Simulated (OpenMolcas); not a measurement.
**Ti2+: terms and fine structure**

```
Program             : OpenMolcas
Method              : CASSCF
Basis               : ANO-RCC-VTZP [6s5p3d2f1g]
Scalar Hamiltonian  : DKH2, point nucleus
Active space        : 2 electrons in 10 orbitals (3d 4d)
State averaging     : 2S+1 = 3 even, 10 roots; 2S+1 = 1 even, 15 roots
Spin-orbit coupling : RASSI with atomic mean-field integrals over the reference wave functions, term energies averaged over their components
```

With spin-orbit coupling, above the lowest level:

```tsv
Configuration	Term	J	E (cm⁻¹)	Measured (cm⁻¹)	g	Term weight %
3d²	³F	2	0.0	0.0	0.666	100
3d²	³F	3	194	185	1.084	100
3d²	³F	4	447	420	1.251	100
3d²	¹D	2	10889	8474	1.003	99
3d²	³P	0	13083	10538		100
3d²	³P	1	13148	10604	1.501	100
3d²	³P	2	13286	10721	1.498	99
3d²	¹G	4	16780	14398	1.000	100
3d²	¹S	0	39627	32476		100
```

Against the 8 measured excited levels shown (Corliss and Sugar, J. Phys. Chem. Ref. Data 8, 1 (1979)) the mean absolute deviation is 2500 cm-1; the largest miss in energy is 3d² ¹S₀: computed 39627, measured 32476 cm⁻¹ (+22.0 %), and the largest in proportion 3d² ¹D₂ (+28.5 %).

Spin-orbit coupling puts the lowest level 258 cm⁻¹ below the lowest spin-free term.

A least-squares Racah fit to the terms below 60000 cm-1, each weighted by 2L + 1 and with a free common offset, gives B = 858 cm-1 and C = 2984 cm-1 (C/B = 3.48), with an rms deviation of 184 cm-1.

For ³F the intervals divided by the larger J are 64.7, 63.3 cm-1. Landé's interval rule makes them equal in pure LS coupling; they differ by 2 % of their mean. The multiplet is regular.

Without dynamic correlation excited terms often stand tens of per cent too high (terms of higher spin than the ground term too low), and those without a measured partner can miss by more than the paired ones. Active for correlation alone: 4d; no level in the range computed is led by a configuration that fills it, so any true level of that kind is missing. Computed and measured levels are paired by configuration, term and J; levels that our copy of the source lacks, or whose pairing is in doubt (as where it misses far off the trend of its configuration), stay unpaired and out of the deviations. Only configurations of the active space appear. The first state left out of the spin-orbit step lies near 160000 cm-1 above the lowest spin-free state of the reference (among the parities and spins computed), and the list stops at four fifths of that energy or lower.

The RASSCF and RASSI steps took 12 s on 1 thread of Arm Neoverse V1, on a shared host; the integral step is not counted.

The term weight is that of the spin-free term in the level, not the purity of its configuration.
